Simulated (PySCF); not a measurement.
Job for PySCF: R-B3LYP/LANL2DZ on H4N2Sn (SMILES [NH2][Sn][NH2]), a point of a torsion scan.

```python
from pyscf import gto, scf, dft, mp
from pyscf.data.elements import chemcore

mol = gto.M(
    atom='''
    N     1.62193715   -0.13654790   -0.07210115
    Sn    0.28428088    0.39230706    1.43726233
    N    -1.29336430   -0.71252784    0.73349126
    H     2.04267019    0.55728669   -0.67629537
    H     1.34991702   -0.89761710   -0.68339518
    H    -1.31194089   -1.27475979   -0.10529167
    H    -2.16466437   -0.86973565    1.21928827
    ''',
    basis='lanl2dz',
    ecp={'Sn': 'lanl2dz'},
    charge=0, spin=0, verbose=3, max_memory=1800)
mf = dft.RKS(mol, xc='b3lyp')
mf.conv_tol = 1e-8
mf.max_cycle = 100
mf.kernel()
if not mf.converged:
    mf = mf.newton().run(mf.mo_coeff, mf.mo_occ)
```

The log:

```
converged SCF energy = -115.312432926779
```

The run converged.

Cost: around 4 core-seconds (rough).
